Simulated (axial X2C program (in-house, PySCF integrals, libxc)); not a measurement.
**Nuclear properties of CoP⁺**

Calculated with an in-house all-electron X2C program for linear molecules (integrals from PySCF): two-component X2C with atomic mean-field Coulomb and Gaunt terms, Gaussian nuclei, basis Co dyall-cv3z, P dyall-v3z with contracted cores.

R = 2.180 Å (near the PBE0 minimum at charge 1 of the determinant lowest at the starting distance; the state shown can have its own minimum elsewhere).

Input and command:
```json
{"zs": [27, 15], "q": 1, "bas": ["dyall-cv3z", "dyall-v3z"], "r0": 2.05, "levels": ["PBE0", "HF", "r2SCAN", "B3LYP", "BHandHLYP"], "nst": 3}
```
```bash
python soeom.py task.json out
```

Keys: zs atomic numbers; q charge; bas basis sets; r0 starting distance in Å; levels methods; nst determinants followed.

Determinant lowest in the PBE0 search, Ω = 5/2 (⟨Sz⟩ = 0.50, ⟨Lz⟩ = 2.00 at PBE0), spin on the atoms Co 1.33, P -0.83:

| level | Eeff magnitude (GV/cm) | Ws magnitude Co (kHz) | Ws magnitude P (kHz) | A∥/gI Co (MHz) | qzz Co (a.u.) | A∥/gI P (MHz) | qzz P (a.u.) |
| --- | --- | --- | --- | --- | --- | --- | --- |
| PBE0 | 0.109 | 0.0028 | 0.00201 | 636 | -0.58 | 54 | -1.62 |
| HF | 0.152 | 0.0326 | 0.00176 | 806 | -0.64 | 57 | -0.63 |
| r2SCAN | 0.148 | 0.0092 | 0.00336 | 643 | -0.72 | 39.8 | -1.86 |
| B3LYP | 0.11 | 0.00359 | 0.0016 | 606 | -0.57 | 42 | -1.83 |
| BHandHLYP | 0.0549 | 0.00385 | 0.00135 | 649 | -0.47 | 50.7 | -1.07 |

Eeff is the effective electric field on the electron electric dipole moment in this Ω state and Ws the scalar–pseudoscalar constant of the nucleus named (defined with the proton number Z and per Ω); A∥ (defined per Ω) follows by multiplying with gI = μI/(I μN); qzz is the electric field gradient, eQq0 = 234.96 MHz × Q/barn × qzz. The operators were transformed with the bare-nucleus X2C matrices; with these basis sets, hyperfine constants and field gradients can be off by tens of per cent, and where levels differ in sign neither size nor sign is settled.

Task: With gI(59Co) = 1.3220, Q(59Co) = 0.42 barn, gI(31P) = 2.2632 (g factors from the IAEA table of nuclear moments by Stone; Q from Pyykkö, Mol. Phys. 2018), turn the PBE0 values of the first state into constants in MHz.

Result: A∥(59Co) = 636 × 1.3220 = 841 MHz; eQq0(59Co) = 234.96 × (0.42) × (-0.58) = -57.2 MHz; A∥(31P) = 54 × 2.2632 = 122 MHz.

Each state is one determinant with collinear spin. Unrestricted Hartree–Fock can overshoot spin polarisation at the nuclei. In the state Ω = 5/2 the sign of Eeff differs between levels (HF against PBE0). Where Eeff spreads by more than a factor of two the levels disagree and none is to be relied on. In the state Ω = 5/2 the atomic spins oppose each other (1.33, -0.83): a broken-symmetry determinant whose values are not spin-projected. States lie within half an eV, so the first need not be the ground state. The sign of Ws at Co differs between levels in the first state. Further determinants of the search, some of them spin-mixed, are not shown. Where a field gradient or hyperfine factor spreads by more than a factor of two over the levels, a constant derived from it is not to be relied on.
